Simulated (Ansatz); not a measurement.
Ansatz (a program for electronic structure) input (SVWN5/def2-TZVP):

Ansatz 0.2 input:
```yaml
crystal:
  periodic: [false, false, false]
  atoms:
    - {symbol: Cl, position_ang: [-0.00000000, -0.00000000, -1.77529694]}
    - {symbol: I, position_ang: [0.00000000, 0.00000000, 0.56943487]}
basis:
  gaussian:
    orbitals: def2-TZVP
hamiltonian:
  xc: {name: SVWN5}
relax: {f_tol: 0.003, max_steps: 100}
```

Output:

```
Functional definition: SVWN5
integrals: 0.02 GiB planned
623 factors; their error is unknown
mean field: 0.17 GiB planned
mean field evaluation 1: about -20572.2207 eV, gradient 1.3e1 eV
mean field evaluation 2: about -20570.9406 eV, gradient 2.5e1 eV
mean field evaluation 4: about -20572.6034 eV, gradient 1.1e0 eV
mean field evaluation 8: about -20572.5948 eV, gradient 2.1e-2 eV
mean field evaluation 16: about -20572.5948 eV, gradient 3.3e-6 eV
mean field -20572.59475987 eV, -756.0289128195 hartree, gradient 3.3e-6 eV, S^2 0.000000; 0 other end points of the search recorded, 0 dependent functions left out
the calculation of the forces begins
reference -20572.59478428 eV, -756.0289137168 hartree; 21, 21 occupied and 66, 66 virtual orbitals, 623 factors
relax step   1: F+E_penalty+E_count = -20572.59475987 eV  Δ(F+E_penalty+E_count) = +0.000e0 eV  max|allowed force component| = 5.188e-1 eV/Å  Δτ_max = 0.0000 Å  (26 SCF iters, accepted)
these checks for a lower state are left out or cut short: starts, cluster_reference, orbital_swaps, neighbouring_geometries, increment
integrals: 0.02 GiB planned
623 factors; their error is unknown
mean field: 0.17 GiB planned
mean field -20572.60337712 eV, -756.0292294978 hartree, gradient 1.9e-5 eV, S^2 0.000000; 0 other end points of the search recorded, 0 dependent functions left out
the calculation of the forces begins
reference -20572.60340153 eV, -756.0292303948 hartree; 21, 21 occupied and 66, 66 virtual orbitals, 623 factors
relax step   2: F+E_penalty+E_count = -20572.60337712 eV  Δ(F+E_penalty+E_count) = -8.617e-3 eV  max|allowed force component| = 1.655e-1 eV/Å  Δτ_max = 0.0229 Å  (29 SCF iters, accepted)
these checks for a lower state are left out or cut short: starts, cluster_reference, orbital_swaps, neighbouring_geometries, increment
integrals: 0.02 GiB planned
623 factors; their error is unknown
mean field: 0.17 GiB planned
mean field evaluation 32: about -20572.6042 eV, gradient 1.9e-5 eV
mean field -20572.60421818 eV, -756.0292604060 hartree, gradient 1.9e-5 eV, S^2 0.000000; 0 other end points of the search recorded, 0 dependent functions left out
the calculation of the forces begins
reference -20572.60424259 eV, -756.0292613031 hartree; 21, 21 occupied and 66, 66 virtual orbitals, 623 factors
relax step   3: F+E_penalty+E_count = -20572.60421818 eV  Δ(F+E_penalty+E_count) = -8.411e-4 eV  max|allowed force component| = 1.622e-4 eV/Å  Δτ_max = 0.0051 Å  (30 SCF iters, accepted)
integrals: 0.02 GiB planned
623 factors; their error is unknown
mean field: 0.17 GiB planned
mean field -20572.60421818 eV, -756.0292604060 hartree, gradient 1.9e-5 eV, S^2 0.000000; 1 other end points of the search recorded, 0 dependent functions left out
the calculation of the forces begins
reference -20572.60424259 eV, -756.0292613031 hartree; 21, 21 occupied and 66, 66 virtual orbitals, 623 factors
Total energy: -20572.60424259 eV, -756.0292613031 hartree
Atom 0 at    -0.000000     0.000000    -1.757544 Å, force    -0.000000    -0.000000     0.000162 eV/Å
Atom 1 at     0.000000    -0.000000     0.551682 Å, force     0.000000     0.000000    -0.000162 eV/Å
Dipole moment:    -0.000000    -0.000000     0.218866 e Å
```
